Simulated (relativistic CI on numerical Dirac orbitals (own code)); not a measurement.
# Hyperfine structure of Lu LXVII, mass number 173

Computed by Dirac-Coulomb-Breit CI, separate exchange-only KLI orbitals for each configuration, model QED (radiative potential, 1s self-energy scaled to tabulated hydrogen-like ionisation energies), unscaled Slater integrals (own radial code, finite nucleus).

Configuration list (outside the closed core 1s2): 2s²2p, 2s2p², 2p³, 2p²3s, 2p²3p, 2p²3d, 2s²3s, 2s²3p, 2s²3d, 2s2p3s, 2s2p3p, 2s2p3d, 2s²4s, 2s²4p, 2s²4d, 2s²4f. Levels of other configurations are missing.

Nuclear spin I = 7/2, μ = 2.273 μN, Q = 3.53 b (tables of Stone and Pyykkö). The electronic factors are computed for point nuclear moments, without core polarisation or the Bohr-Weisskopf and QED corrections.

```tsv
Level	E (Ry)	A (GHz)	B (GHz)
2s²2p ²P°1/2	0.000	4167	
2s2p² ⁴P1/2	18.606	12790	
2s²2p ²P°3/2	89.105	493.7	5230
2s2p² ⁴P3/2	102.142	3106	4120
2s2p² ²D5/2	105.092	3697	4470
2s2p² ²P1/2	110.181	-4765	
2s2p² ²D3/2	110.341	4.841	2690
2s2p² ⁴P5/2	192.583	2981	744
```

Levels with J = 0, under 50 % of one LS term, or S terms without an open s electron are left out. Small factors come from cancelling terms and can be off by tens of per cent or more.

At this charge energies of transitions that change n are usually good to better than 1 %, and those within a shell (Δn = 0) to a few per cent.

Question: Give the hyperfine levels of 2s²2p ²P°1/2 relative to its centre of gravity.

Answer: With K = F(F + 1) − I(I + 1) − J(J + 1), E = AK/2: F = 3: -9375, F = 4: 7292 GHz.

LS names give the leading component of a level, which can be under half, so a name can repeat, a term be missing and a line seem to break the LS rules.
